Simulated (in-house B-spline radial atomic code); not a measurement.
Orbital energies and mean radii along the 59-electron series, configuration [Kr] 4d10 4f11 5s2. The effective charge is n√(-2ε), a non-relativistic measure. Computed with a B-spline radial code for spherical atoms: Dirac-Hartree-Fock, average of the configuration, finite nuclei.

| ion | Z | energy of 4p3/2 (Eh) | mean radius of 4p3/2 (bohr) | energy of 4d5/2 (Eh) | mean radius of 4d5/2 (bohr) | energy of 4f7/2 (Eh) | mean radius of 4f7/2 (bohr) | effective charge of 4p3/2 |
| --- | --- | --- | --- | --- | --- | --- | --- | --- |
| Tm10+ | 69 | -19.339 | 0.53583 | -13.547 | 0.56978 | -6.8309 | 0.65785 | 24.877 |
| Yb11+ | 70 | -20.991 | 0.52397 | -14.996 | 0.55484 | -8.0166 | 0.62621 | 25.917 |
| Lu12+ | 71 | -22.722 | 0.5125 | -16.52 | 0.54054 | -9.2768 | 0.59832 | 26.965 |
| Hf13+ | 72 | -24.531 | 0.50141 | -18.118 | 0.52688 | -10.61 | 0.57346 | 28.017 |
| Ta14+ | 73 | ? | ? | ? | ? | ? | ? | ? |
| W15+ | 74 | ? | ? | ? | ? | ? | ? | ? |
| Re16+ | 75 | -30.405 | 0.47041 | -23.334 | 0.48943 | -15.031 | 0.51226 | 31.192 |

Problem. Fill in the row of Ta14+.

Solution. energy of 4p3/2 (Eh): -26.415; mean radius of 4p3/2 (bohr): 0.49071; energy of 4d5/2 (Eh): -19.787; mean radius of 4d5/2 (bohr): 0.51382; energy of 4f7/2 (Eh): -12.014; mean radius of 4f7/2 (bohr): 0.55109; effective charge of 4p3/2: 29.074.

Problem. Fill in the row of W15+.

Solution. energy of 4p3/2 (Eh): -28.373; mean radius of 4p3/2 (bohr): 0.48038; energy of 4d5/2 (Eh): -21.526; mean radius of 4d5/2 (bohr): 0.50134; energy of 4f7/2 (Eh): -13.488; mean radius of 4f7/2 (bohr): 0.5308; effective charge of 4p3/2: 30.132.

Problem. How does the screening of 4p3/2 change?

Solution. Z less the effective charge goes from 44.12 at Z = 69 to 43.81 at Z = 75.
